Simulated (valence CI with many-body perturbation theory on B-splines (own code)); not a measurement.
Values are calculated unless marked as measured or tabulated.
## From CI to CI+MBPT in Er XXXVII

Method: valence CI with perturbative core correlation (CI+MBPT): four valence electrons over a frozen Dirac-Fock core [Ar] 3d10, a basis of 11 s, 11 p, 9 d, 7 f, 5 g, 2 h, 1 i functions for each j, with the one-electron correlation potential Σ1, the two-electron term Σ2, the three-electron term Σ3, Breit, model QED; selected CI, second order for the rest (own B-spline code, finite nucleus).

The last digits are not significant, and no measured levels were compared; by estimate large intervals hold to a few tenths of a per cent, small ones and those within an open d or f shell to about a per cent.

Each rung adds one term. CI alone is the Dirac-Coulomb CI over the frozen core; QED comes last and gives the full result, which names the levels. Energies are above (4s^2 4p1/2^2) J=0 on the same rung, in eV.

Levels are named by their leading jj configuration (3d3/2^4 stands for four electrons in 3d with j = 3/2), which in mixed levels can hold well under half, so a name can repeat and another be missing. Letters in brackets count levels of one name in rising energy.

| Level | CI alone | Σ1 | Σ2 | Σ3 | Breit | QED | Full |
| --- | --- | --- | --- | --- | --- | --- | --- |
| (4s^2 4p1/2 4p3/2) J=1 | 57.06 | +0.205 | +0.170 | +0.013 | -0.727 | +0.084 | 56.81 |
| (4s^2 4p1/2 4p3/2) J=2 | 60.92 | +0.207 | +0.112 | +0.005 | -0.760 | +0.084 | 60.56 |
| (4s^2 4p3/2^2) J=2 | 120.83 | +0.413 | +0.255 | +0.010 | -1.467 | +0.163 | 120.20 |
| (4s^2 4p3/2^2) J=0 | 129.19 | +0.414 | +0.119 | -0.010 | -1.429 | +0.161 | 128.44 |
| (4s 4p1/2^2 4p3/2) J=2 | 138.38 | +0.124 | +0.317 | +0.033 | -0.121 | -0.776 | 137.96 |
| (4s 4p1/2^2 4p3/2) J=1 | 151.81 | +0.126 | -0.199 | +0.016 | -0.128 | -0.757 | 150.86 |
| (4s^2 4p1/2 4d3/2) J=2 | 189.43 | +0.063 | +0.161 | +0.040 | -1.038 | -0.123 | 188.53 |
| (4s 4p1/2 4p3/2^2) J=2 [a] | 190.43 | +0.271 | +0.598 | +0.050 | -0.869 | -0.605 | 189.87 |
| (4s 4p1/2 4p3/2^2) J=3 | 197.88 | +0.290 | +0.437 | +0.040 | -0.966 | -0.583 | 197.10 |
| (4s^2 4p1/2 4d3/2) J=1 | 204.99 | +0.107 | -0.704 | +0.007 | -0.948 | -0.237 | 203.22 |
| (4s 4p1/2 4p3/2^2) J=0 | 206.75 | +0.323 | +0.250 | +0.018 | -0.798 | -0.680 | 205.86 |
| (4s^2 4p1/2 4d5/2) J=2 | 213.06 | +0.214 | -0.283 | +0.020 | -1.136 | -0.322 | 211.56 |
| (4s 4p1/2 4p3/2^2) J=1 [a] | 213.59 | +0.298 | -0.157 | +0.009 | -0.865 | -0.623 | 212.25 |
| (4s^2 4p1/2 4d5/2) J=3 | 214.97 | +0.142 | -0.356 | +0.013 | -1.323 | -0.128 | 213.32 |
| (4s 4p1/2 4p3/2^2) J=2 [b] | 218.83 | +0.221 | -0.768 | +0.002 | -1.031 | -0.418 | 216.83 |
| (4s 4p1/2 4p3/2^2) J=1 [b] | 218.84 | +0.288 | -0.794 | 0.000 | -0.833 | -0.619 | 216.89 |
| (4s 4p3/2^3) J=2 | 258.57 | +0.432 | +0.414 | +0.041 | -1.735 | -0.334 | 257.39 |
| (4s^2 4p3/2 4d3/2) J=1 | 262.01 | +0.268 | -0.494 | +0.018 | -1.698 | -0.081 | 260.03 |
| (4s^2 4p3/2 4d3/2) J=2 | 262.22 | +0.245 | -0.581 | +0.017 | -1.751 | -0.037 | 260.12 |

The middle columns are the shifts that each term adds.

Task: How does the ionisation energy move along the ladder, and which term matters most?

Result: CI alone 1626.6, + Σ1 1628.4, + Σ2 1628.5, + Σ3 1628.4, + Breit 1626.6, + QED 1626.6 eV. The largest step is Breit, -1.8 eV, with Σ1 about as large (1.7). NIST lists 1625 ± 5 eV (theoretical).
